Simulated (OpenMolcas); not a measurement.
Predicting a hybrid from its neighbours: GeSiH4F2

GeSiH4F2 has 8 atoms, charge 0, and is taken as a singlet. SMILES: `F[SiH](F)[GeH3]`. The shape is that of a PBE0-D4/def2-TZVP optimisation.

The dipole moment y, in D, basis def2-SVP; a is the functional's share of exact exchange. Programs: OpenMolcas 26.06.

```
functional     program     a  y (D)
    r2SCAN  OpenMolcas     0   1.45
      BLYP  OpenMolcas     0   1.31
     B3LYP  OpenMolcas   0.2   1.50
      PBE0  OpenMolcas  0.25      ?
     BHLYP  OpenMolcas   0.5   1.72
```

Q: Fit y = c + s·a to the known rows and predict PBE0.

A: 
1. Means of the 4 rows: a = 0.1750, y = 1.495.
2. Σ(Δa)² = 0.1675, Σ(Δa·Δy) = 0.1135, so the slope is 0.1135/0.1675 = 0.67761.
3. Intercept: 1.495 − (0.67761) × 0.1750 = 1.376. The largest residual of the fit is 0.074.
4. PBE0: 1.376 + (0.67761) × 0.25 = 1.55 D.

The run gave 1.57 D, so the prediction is off by -0.02 D, within the largest residual. More exact exchange makes the molecule more polar here. The rows mix families of semi-local functionals, which the line can't see.
